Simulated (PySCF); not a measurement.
C2H9NOSi, SMILES C[Si@H](N)OC.

The structure is a stationary point at PBE-D3(BJ)/def2-SVP. The structure was generated by enumeration; whether it is a known compound was not checked. One conformer was computed; it need not be the lowest.

All values below come from CAM-B3LYP/def2-TZVP (PySCF).

The molecule is in vacuum.

| Quantity | Value |
|---|---|
| total energy | -501.18347 hartree |
| highest occupied level | -8.88 eV |
| lowest empty level | 1.60 eV |
| orbital gap | 10.48 eV |
| dipole moment | 0.429 e·Å |
| quadrupole, principal values (traceless, Buckingham form, about the centre of nuclear charge) | -4.12, 0.15, 3.96 D·Å |
| mean static polarisability | 60.7 bohr³ (8.99 Å³) |
| polarisability, principal values | 57.2, 60.7, 64.1 bohr³ |
